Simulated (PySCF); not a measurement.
**P⁺ (phosphorus, charge +1) across methods**

[Ne] 3s2 3p2, high-spin 3P determinant. All numbers are calculated (PySCF 2.14, no relativity, point nucleus, in aug-cc-pV(5+d)Z (8s7p6d4f3g2h, 136 functions)). The B2PLYP total includes its PT2 part (frozen core); its orbital energies are those of the SCF part.

| method | E (hartree) | mean ε 3s α (eV) | mean ε 3s β (eV) | mean ε 3p α (eV) | Σ⟨r²⟩ (bohr²) | ⟨S²⟩ |
| --- | --- | --- | --- | --- | --- | --- |
| B2PLYP | -340.7760 | -27.657 | -24.106 | -17.455 | 20.69 | 2.007 |
| PW91 | -340.8725 | -23.963 | -21.917 | -15.035 | 20.62 | 2.004 |
| PBE0 | -340.7583 | -25.863 | -23.085 | -16.334 | 20.60 | 2.005 |
| UHF | -340.35515 | -30.966 | -25.421 | -19.736 | 20.83 | 2.013 |
| PBE | -340.7288 | -23.910 | -21.857 | -14.986 | 20.63 | 2.004 |
| B97-3 | -340.8496 | -25.885 | -23.212 | -16.233 | 20.56 | 2.004 |
| r2SCAN | -340.8578 | -24.552 | -21.970 | -15.418 | 20.58 | 2.009 |
| LDA | -339.6133 | -23.924 | -22.048 | -14.921 | 20.66 | 2.002 |
